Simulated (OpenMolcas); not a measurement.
Al⁺: effect of the IPEA shift

```json
{
 "Program": "OpenMolcas",
 "Basis": "ANO-RCC-VTZP [5s4p2d1f]",
 "Scalar Hamiltonian": "DKH2, point nucleus",
 "Active space": "2 electrons in 4 orbitals (3s 3p)",
 "State averaging": "2S+1 = 3 even, 3 roots; 2S+1 = 1 even, 7 roots; 2S+1 = 3 odd, 3 roots; 2S+1 = 1 odd, 3 roots",
 "Spin-orbit coupling": "RASSI with atomic mean-field integrals over the reference wave functions, term energies averaged over their components"
}
```

Methods on the same reference wave functions:
A. CASSCF
B. MS-CASPT2, IPEA 0 Eh, imaginary shift 0.1 Eh (closed shells correlated: 2s 2p)
C. MS-CASPT2, IPEA 0.25 Eh, imaginary shift 0.1 Eh (closed shells correlated: 2s 2p)

Energies in cm⁻¹ above 3s² ¹S₀, the measured ground level; measured values from NIST Handbook of Basic Atomic Spectroscopic Data.

| Level | A | B | C | Measured |
| --- | --- | --- | --- | --- |
| 3s² ¹S₀ | 0.0 | 0.0 | 0.0 | 0.0 |
| 3s 3p ³P°₀ | 36051 | 36811 | 36927 | 37393 |
| 3s 3p ³P°₁ | 36102 | 36862 | 36978 | 37454 |
| 3s 3p ³P°₂ | 36204 | 36964 | 37080 | 37578 |
| 3s 3p ¹P°₁ | 66633 | 60829 | 61780 | 59852 |
| 3p² ³P₀ | 93141 | 93669 | 93993 | 94085 |
| 3p² ³P₁ | 93191 | 93719 | 94043 | 94147 |
| 3p² ³P₂ | 93289 | 93820 | 94130 | 94269 |
| 3p² ¹D₂ | 101739 | 91838 | 94565 | 85481 |
| 3p² ¹S₀ | 121164 | 111469 | 112645 | 111637 |

Deviations, from unrounded energies. A percentage is the sum of absolute deviations over the sum of measured energies, with the sign that they share, or ± where signs differ.

```
           Against measurement  Levels     A     B     C
mean absolute deviation (cm-1)       9  4400  1200  1500
      other configurations (%)       9  ±6.1  ±1.6  ±2.1
```

B lies closest to measurement on these levels and A furthest from it. The largest miss of B in the table is 3p² ¹D₂, by +6400 cm-1. The ranking rests on the paired levels alone, and a cruder setting can come out closer through cancelling errors.

Between B and C the level of the table that moves most is 3p² ¹D₂, by 2700 cm-1 (lowest in B, highest in C).

The lowest spin-free term lies below A's lowest term by 0.215 hartree in B, 0.215 hartree in C.

Over all roots computed the reference weight is 0.87 to 0.98 in B, 0.92 to 0.98 in C; the roots of lowest weight are the least certain, and an intruder state may touch them. The ¹D term of p² mixes with s d, which this space lacks. Without dynamic correlation excited terms often stand tens of per cent too high (terms of higher spin than the ground term too low), and those without a measured partner can miss by more than the paired ones (holds for A). Measured partners are found by configuration, term and J. A level has none where our copy of the source lacks it or the pairing is in doubt (some pairs that miss far off the trend of their configuration count as doubtful), and it then counts in no deviation. Only configurations of the active space appear.

° marks odd parity.
